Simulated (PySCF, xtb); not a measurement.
C4H3ClF2, SMILES FC(=C=C(Cl)C)F.

Harmonic wavenumbers (cm⁻¹) from xtb 6.7.1 with GFN2-xTB at its own minimum, in rising order: 88, 100, 130, 143, 267, 394, 411, 456, 469, 529, 591, 792, 1016, 1032, 1086, 1115, 1382, 1440, 1442, 1486, 2058, 3022, 3033, 3058.

Task: What does PySCF with B3LYP-D3(BJ)/def2-SVP give at its own minimum? (Estimate from the structure and the level; the computed values follow.)

Result: 92, 106, 138, 189, 287, 435, 438, 505, 605, 621, 630, 816, 1037, 1048, 1102, 1282, 1387, 1439, 1442, 1527, 2113, 3038, 3116, 3152. Paired by order, the mean absolute difference is 42 cm⁻¹ and the zero-point energies are 36.5 and 37.9 kcal/mol.
